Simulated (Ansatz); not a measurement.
Reactions of H2SSi (`[SiH]S`).

Isolated molecules relaxed with PBE0-D4/def2-TZVP in Ansatz; ΔE leaves out vibrations. CCSD(T)/CBS adds triple-zeta CCSD(T) − MP2 to the extrapolated MP2 energy (def2 sets, frozen cores). Small cases extrapolate CCSD(T) itself. Each species was taken in one conformer, which may not be the lowest.

Question: Order these by ΔE at CCSD(T)/CBS, lowest first. (Best estimate.)
A. `[SiH]S` + H₂ → `[SiH2]` + H₂S
B. `[SiH]S` + CH₃SH → `CS[SiH]` + H₂S
C. `[SiH]S` + `N[SiH2]S[SiH](N)Cl` → `S[Si]Cl` + `N[SiH2]S[SiH2]N`

Answer: C (-0.19 eV), B (-0.08 eV), A (+1.15 eV).

Largest T1 diagnostic: 0.016, for `[SiH]S`.

Extrapolated directly: `[SiH]S` + H₂ → `[SiH2]` + H₂S.
